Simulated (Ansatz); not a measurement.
Ideal-gas functions of `FB1NCO1` at 600 K and 1 bar, from an Ansatz frequency run at PBE0-D4/def2-TZVP.

Molar mass 74.85 g/mol, point group C1 (symmetry number 1), electronic degeneracy 1, moments of inertia 38.46, 105.511, 140.418 u Å². Harmonic wavenumbers (cm⁻¹, unscaled): 215, 336, 407, 659, 673, 956, 992, 1048, 1125, 1144, 1191, 1245, 1419, 1524, 1592, 3053, 3110, 3721.

Use S(trans) = R[1.5 ln M + 2.5 ln T − 1.1517]; rotational temperatures θ = 24.2544 K / I; S(rot) = R[ln(√π/σ · √(T³/θAθBθC)) + 1.5]; for each mode x = 1.438777 ν̃/T, S = R[x/(eˣ − 1) − ln(1 − e⁻ˣ)] and H = RT x/(eˣ − 1); 1 cm⁻¹ = 0.0119627 kJ/mol; R = 8.31446 J/(mol·K).

Problem. By hand: the entropy, in J/(mol·K).

Solution. Translation 177.2. Rotation: θ = 0.6306, 0.2299, 0.1727 K, giving 112.3. Vibration, mode by mode: 13.91, 10.33, 8.84, 5.32, 5.18, 3.03, 2.83, 2.54, 2.20, 2.12, 1.94, 1.75, 1.26, 1.03, 0.90, 0.05, 0.04, 0.01, in all 63.3. Electronic 0.0. Sum 352.8 J/(mol·K).

Problem. By hand: H − E and G − E in kJ/mol, counted from the electronic energy.

Solution. Zero-point energy ½ × 24410 × 0.0119627 = 146.0; thermal vibration 22.8; translation, rotation and pV give 4 RT = 20.0. H − E = 188.8 kJ/mol, and G − E = 188.8 − 600 × 352.8/1000 = -22.9 kJ/mol.

Vibration gives 18 % of the entropy. The sum counts one conformer and one mirror image; others add a mixing term.
